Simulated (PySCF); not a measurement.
Correlation energy of Ne²⁺ (neon, charge +2)

[He] 2s1 2p5, high-spin 3P determinant (an excited configuration). All numbers are calculated (PySCF 2.14, no relativity, point nucleus, in def2-TZVPPD). Frozen: 1s2; 6 electrons correlated.

```tsv
level	correlation energy (mhartree)
CCSD	-198.57
(T)	-3.05
CCSD(T)	-201.62
```

Diagnostics: T1 = 0.0034, D1 = 0.0087, largest double amplitude 0.042.

Cost of the coupled-cluster step: about 1.4 core-seconds, for 6 correlated electrons.

Iterations:

```
CC2 = 0
CCSD nocc = (np.int64(4), np.int64(2)), nmo = (39, 39)
frozen orbitals [[0], [0]]
max_cycle = 100
direct = 0
conv_tol = 1e-08
conv_tol_normt = 1e-06
diis_space = 8
diis_start_cycle = 0
Init t2, MP2 energy = -0.17641200331922
Init E_corr(UCCSD) = -0.176412003336801
cycle = 1  E_corr(UCCSD) = -0.191879107459667  dE = -0.0154671041  norm(t1,t2) = 0.0326596
cycle = 2  E_corr(UCCSD) = -0.195819308978702  dE = -0.00394020152  norm(t1,t2) = 0.0145228
cycle = 3  E_corr(UCCSD) = -0.198669005529188  dE = -0.00284969655  norm(t1,t2) = 0.00719223
cycle = 4  E_corr(UCCSD) = -0.198557011126071  dE = 0.000111994403  norm(t1,t2) = 0.00112179
cycle = 5  E_corr(UCCSD) = -0.19857253740684  dE = -1.55262808e-05  norm(t1,t2) = 0.000222886
cycle = 6  E_corr(UCCSD) = -0.198575806315  dE = -3.26890816e-06  norm(t1,t2) = 8.2393e-05
cycle = 7  E_corr(UCCSD) = -0.198574035476031  dE = 1.77083897e-06  norm(t1,t2) = 1.93842e-05
cycle = 8  E_corr(UCCSD) = -0.198574451455065  dE = -4.15979034e-07  norm(t1,t2) = 3.16295e-06
cycle = 9  E_corr(UCCSD) = -0.19857438546622  dE = 6.59888447e-08  norm(t1,t2) = 8.83219e-07
cycle = 10  E_corr(UCCSD) = -0.198574378175941  dE = 7.29027885e-09  norm(t1,t2) = 2.46673e-07
UCCSD converged
E(UCCSD) = -125.6001533002342  E_corr = -0.198574378175941
UCCSD(T) correction = -0.00304593689625373
```
